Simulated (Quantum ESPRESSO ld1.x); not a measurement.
Task: Species: F3.5+. Configuration: [He] 2s2 2p(up 1.25, down 0.25) (fractional occupations, a model configuration). Calculated with ld1.x of Quantum ESPRESSO 7.5: scalar-relativistic Kohn-Sham, LDA (Slater exchange, Perdew-Wang correlation), spin-polarised, spherical densities, point nucleus. Some entries of the table are withheld. Estimate them.

orbital  occ.  eigenvalue (eV)  <1/r> (bohr^-1)  <r^2> (bohr^2)
1s up       1         -754.626            8.595             (1)
1s down     1         -753.206            8.607             (2)
2s up       1         -104.493            1.707          0.8660
2s down     1         -101.592            1.686          0.8847
2p up    1.25         -87.1824            1.626          0.7736
2p down  0.25         -83.9756            1.606          0.8001

Result: 
(1) 1s up <r^2> (bohr^2): 0.04224
(2) 1s down <r^2> (bohr^2): 0.04207
